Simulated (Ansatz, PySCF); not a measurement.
Process, species as SMILES: CC(C)CCO -> CC(C)CC[O] + H atom (the H-O bond at the site shown breaks; other sites are not compared here)
Each molecule is optimised on its own at B3LYP-D3(BJ)/def2-TZVP (Ansatz, a program for electronic structure), one conformer each, not searched for the lowest. Frequencies are from Ansatz or PySCF.

Wanted: bond dissociation energy (enthalpy at 298 K, with B3LYP-D3(BJ) rigid-rotor harmonic-oscillator terms), in kcal/mol. Cores are frozen in the correlated levels unless marked. UHF or UKS for open shells. No spin-orbit coupling. Non-relativistic. Basis-set limits of correlation are two-point, X^-3; Hartree-Fock from the larger set. The bracket is a focal-point correction in the basis named.

RI-MP2/CBS(cc-pVTZ,cc-pVQZ)+[CCSD(T)-MP2]/cc-pVTZ (Ansatz) gives 106.1 kcal/mol.

Question: Another calculation gave 100.7 kcal/mol. Which level was it?
A) B2PLYP/def2-TZVPD (Ansatz)
B) revPBE/def2-TZVPD (Ansatz)
C) SVWN5/def2-TZVPD (Ansatz)
D) PBE0/def2-TZVPD (Ansatz)

Answer: A, B2PLYP/def2-TZVPD (Ansatz). The others give 97.7 (PBE0), 111.4 (SVWN5), 94.8 (revPBE) kcal/mol.
